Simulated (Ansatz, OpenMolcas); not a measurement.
**SnH3OF (SMILES [OH][SnH2][F]): the energy, rung by rung**

SnH3OF: 6 atoms, total charge 0, spin state singlet. SMILES: `[OH][SnH2][F]`. The coordinates come from a PBE0-D4/def2-TZVP relaxation. This is one conformer, not always the lowest.

```csv
atom,x (Å),y (Å),z (Å)
O,-1.4144,-0.3330,-0.4250
Sn,0.3023,0.2559,0.2837
F,1.4091,-1.3151,0.3021
H,-1.3686,-0.6857,-1.3167
H,1.0961,1.3171,-0.7821
H,0.0175,0.6967,1.8919
```

Each level gives the energy change with the Sn2–H6 bond stretched from 1.692 to 3.045 Å (eV). The values are calculated.

```tsv
level	kind	program	value (eV)	less CCSD(T)/def2-SVPD
HF/def2-SVPD (core potential) (restricted)	Hartree–Fock	Ansatz	3.89	+1.08
SVWN5/def2-SVPD (core potential) (restricted)	LDA	OpenMolcas	2.94	+0.13
BLYP/def2-SVPD (core potential) (restricted)	GGA	Ansatz	2.74	-0.07
BHLYP/def2-SVPD (core potential) (restricted)	global hybrid	Ansatz	3.54	+0.73
CAM-B3LYP/def2-SVPD (core potential) (restricted)	range-separated hybrid	Ansatz	3.43	+0.62
B2PLYP/def2-SVPD (core potential) (restricted)	double hybrid	OpenMolcas	3.23	+0.42
RPA@PBE/def2-SVPD (core potential) (restricted)	RPA	Ansatz	2.93	+0.12
MP2/def2-SVPD (core potential) (restricted)	perturbation theory	Ansatz	3.46	+0.65
CCSD(T)/def2-SVPD (Cholesky decomposition, core potential) (restricted)	coupled cluster or CI	OpenMolcas	2.81	0.00
CCSD(T)/def2-SVPD (core potential) (restricted)	coupled cluster or CI	Ansatz	2.81	0.00
```

CCSD(T)/def2-SVPD (Cholesky decomposition, core potential) (restricted) is the highest level here, not the true value. At this stretch a single reference begins to fail. The first shape isn't each level's own minimum. The values span 2.74 to 3.89 eV. In the correlated wave-function rows the outer d shell of Sn is correlated, in sets not made for it.
